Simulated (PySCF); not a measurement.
## Electron correlation in Os⁵⁵⁺ (osmium, charge +55)

[Ar] 3d3, high-spin 4F determinant. All numbers are calculated (PySCF 2.14, no relativity, point nucleus, in an uncontracted even-tempered set (16 s from 14 bohr⁻², ratio 2.5; 10 p from 18 bohr⁻², ratio 2.5; 7 d from 18 bohr⁻², ratio 2.5; 4 f from 65 bohr⁻², ratio 2.7; 3 g from 97 bohr⁻², ratio 2.7)). Frozen: [Ne]; 11 electrons correlated; the 26 highest virtual orbitals of each spin left out.

```csv
level,correlation energy (mhartree)
CCSD,-547.06
(T),-2.48
CCSD(T),-549.54
```

Diagnostics: T1 = 0.00022, D1 = 0.0004, largest double amplitude 0.030.

A non-relativistic calculation at this Z misses sizeable relativistic shifts. Spin-orbit coupling is strong in this species (close to jj coupling), so the high-spin LS determinant is a model state, not a physical level.

Cost of the coupled-cluster step: 86 s of wall time on 2 threads of Neoverse-N1 (shared host), for 11 correlated electrons.

Iterations:

```
CC2 = 0
CCSD nocc = (np.int64(7), np.int64(4)), nmo = (105, 105)
frozen orbitals [[0, 1, 2, 3, 4, 110, 111, 112, 113, 114, 115, 116, 117, 118, 119, 120, 121, 122, 123, 124, 125, 126, 127, 128, 129, 130, 131, 132, 133, 134, 135], [0, 1, 2, 3, 4, 110, 111, 112, 113, 114, 115, 116, 117, 118, 119, 120, 121, 122, 123, 124, 125, 126, 127, 128, 129, 130, 131, 132, 133, 134, 135]]
max_cycle = 100
direct = 0
conv_tol = 1e-08
conv_tol_normt = 1e-06
diis_space = 8
diis_start_cycle = 0
Init t2, MP2 energy = -0.508605455934071
Init E_corr(UCCSD) = -0.508605455934071
cycle = 1  E_corr(UCCSD) = -0.539292672406499  dE = -0.0306872165  norm(t1,t2) = 0.0135776
cycle = 2  E_corr(UCCSD) = -0.545345431545482  dE = -0.00605275914  norm(t1,t2) = 0.0031076
cycle = 3  E_corr(UCCSD) = -0.547076762296717  dE = -0.00173133075  norm(t1,t2) = 0.00077354
cycle = 4  E_corr(UCCSD) = -0.547063052557051  dE = 1.37097397e-05  norm(t1,t2) = 6.39859e-05
cycle = 5  E_corr(UCCSD) = -0.547063843886667  dE = -7.91329615e-07  norm(t1,t2) = 4.02179e-06
cycle = 6  E_corr(UCCSD) = -0.547063727280351  dE = 1.16606315e-07  norm(t1,t2) = 4.17752e-07
cycle = 7  E_corr(UCCSD) = -0.547063731304279  dE = -4.02392719e-09  norm(t1,t2) = 2.92071e-08
UCCSD converged
E(UCCSD) = -13415.21647136234  E_corr = -0.5470637313042787
UCCSD(T) correction = -0.0024768637575376
```

At this charge a non-relativistic calculation is a model, useful for the Z dependence of the correlation energy.

Spin-orbit coupling is strong in this species, so the high-spin LS determinant is a model state.
